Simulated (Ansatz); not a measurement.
`C[Si](C)(Cl)CCCCc1ccc(/N=N/c2ccccc2)cc1` was relaxed with PBE-D4 (def2-SVP) in Ansatz in these states: charge +1 doublet, neutral singlet. The geometries follow in no particular order.

Single mean-field runs in def2-SVP are fitted with def2-universal-jkfit.

A:

```tsv
atom	x (Å)	y (Å)	z (Å)
C1	-1.480	-5.106	-2.348
Si2	-1.454	-3.232	-2.506
C3	-2.831	-2.607	-3.627
Cl4	-1.801	-2.426	-0.581
C5	0.248	-2.609	-3.043
C6	0.348	-1.086	-3.232
C7	1.779	-0.561	-3.423
C8	2.694	-0.699	-2.184
C9	2.196	0.087	-0.994
C10	1.353	-0.509	-0.026
C11	0.830	0.230	1.035
C12	1.150	1.602	1.161
N13	0.679	2.443	2.191
N14	-0.064	1.878	3.049
C15	-0.539	2.724	4.077
C16	-1.368	2.112	5.041
C17	-1.890	2.865	6.101
C18	-1.587	4.233	6.203
C19	-0.761	4.848	5.241
C20	-0.236	4.103	4.182
C21	1.995	2.207	0.206
C22	2.507	1.457	-0.858
H23	-0.690	-5.458	-1.655
H24	-1.310	-5.581	-3.337
H25	-2.458	-5.457	-1.961
H26	-2.686	-2.980	-4.662
H27	-2.847	-1.499	-3.656
H28	-3.821	-2.954	-3.268
H29	0.964	-2.963	-2.269
H30	0.535	-3.140	-3.979
H31	-0.114	-0.570	-2.362
H32	-0.259	-0.788	-4.113
H33	1.734	0.513	-3.707
H34	2.258	-1.089	-4.278
H35	3.712	-0.352	-2.459
H36	2.794	-1.770	-1.908
H37	1.090	-1.574	-0.118
H38	0.165	-0.224	1.783
H39	-1.582	1.038	4.928
H40	-2.536	2.383	6.852
H41	-1.997	4.828	7.034
H42	-0.527	5.921	5.326
H43	0.411	4.552	3.415
H44	2.230	3.274	0.329
H45	3.165	1.938	-1.599
```

B:

Cartesian coordinates in Å:
```
C 1.911 -5.359 -0.266
Si 2.314 -3.532 -0.386
C 3.736 -3.168 -1.555
Cl 0.594 -2.557 -1.189
C 2.553 -2.754 1.326
C 2.869 -1.250 1.319
C 2.760 -0.560 2.686
C 1.330 -0.518 3.296
C 0.370 0.281 2.469
C -0.337 -0.324 1.392
C -1.177 0.413 0.573
C -1.353 1.803 0.838
N -2.158 2.593 0.063
N -3.043 2.256 -0.724
C -3.527 2.973 -1.799
C -4.740 2.517 -2.378
C -5.264 3.196 -3.479
C -4.585 4.312 -4.003
C -3.373 4.756 -3.430
C -2.833 4.095 -2.332
C -0.652 2.431 1.906
C 0.193 1.670 2.704
H 1.035 -5.537 0.390
H 2.775 -5.916 0.152
H 1.684 -5.780 -1.266
H 4.670 -3.635 -1.176
H 3.910 -2.078 -1.658
H 3.533 -3.581 -2.564
H 1.618 -2.973 1.889
H 3.353 -3.318 1.857
H 2.214 -0.728 0.586
H 3.903 -1.098 0.942
H 3.141 0.481 2.607
H 3.414 -1.075 3.423
H 1.397 -0.081 4.312
H 0.949 -1.554 3.408
H -0.210 -1.397 1.185
H -1.709 -0.055 -0.268
H -5.242 1.640 -1.945
H -6.206 2.859 -3.935
H -4.999 4.843 -4.873
H -2.856 5.633 -3.850
H -1.893 4.422 -1.862
H -0.799 3.506 2.081
H 0.734 2.148 3.535
```

Problem. Judge from the bond lengths which geometry belongs to which state (an estimate).

Solution. A is the neutral singlet (C12–N13 1.411 Å, N13–N14 1.267 Å, N14–C15 1.414 Å); B is the charge +1 doublet (C12–N13 1.368 Å, N13–N14 1.231 Å, N14–C15 1.379 Å).
